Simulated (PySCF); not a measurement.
C₂H₄ClNSi, SMILES Cl[SiH2]CC#N. Atoms are numbered in the order given.

```xyz
9

N      2.7614    -0.4573    -0.3150
C      1.8993     0.3133    -0.2357
C      0.7844     1.2433    -0.1550
Si    -0.8925     0.4372    -0.5539
Cl    -1.2840    -1.0192     0.8640
H      0.7332     1.6799     0.8565
H      0.9414     2.0761    -0.8631
H     -1.9347     1.4927    -0.4766
H     -0.8490    -0.1816    -1.9007
```

Geometry: B3LYP-D3(BJ)/def2-SVP. The structure was generated by enumeration, and PubChem lists no compound with its InChIKey, so it may never have been made. One conformer was computed; it need not be the lowest.

The numbers are results of SMD-PBE0/def2-SVP in PySCF, not measurements.

Solvation free energies are E(SMD) − E(gas) at the gas-phase geometry, for 1 M in both phases. In vacuum the dipole moment is 4.24 D.

Computed solvation free energies in water, tetrahydrofuran, chloroform:
```
solvent          ΔG(solv) (kcal/mol)  its non-electrostatic (CDS) part  dipole (D)
---------------  -------------------  --------------------------------  ----------
water                           -3.8                               4.4        5.68
tetrahydrofuran                 -6.4                               0.3        5.39
chloroform                      -6.2                              -0.4        5.24
```
